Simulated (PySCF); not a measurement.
Computed shifts of a molecule H7NO2Si2, PBE/pcSseg-1 (PySCF), GIAO, gas phase, atoms alike by connectivity averaged where their shifts nearly agree, in ppm (number of nuclei): ¹⁵N: 49.5 (1). ²⁹Si: -18.5 (1), -122.7 (1). ¹H: 3.60 (3), 2.04 (2), 0.89 (2). References: ¹⁵N against NH3 (σ = 267.0 ppm); ²⁹Si against TMS (σ = 335.4 ppm); ¹⁷O against H2O (σ = 334.3 ppm); ¹H against TMS (σ = 31.49 ppm), references at their B3LYP-D3(BJ)/def2-TZVP geometries, non-relativistic. Coordinates come from a r2SCAN-D4/def2-SVP optimisation. The values are those of a single conformer.

Pick the molecule that these values belong to.
(A) N[Si](O)(O)[SiH3]
(B) O[SiH2]N[SiH2]O
(C) N[Si@H](O)O[SiH3]
(D) N[Si@@H](O)[SiH2]O

A, N[Si](O)(O)[SiH3]
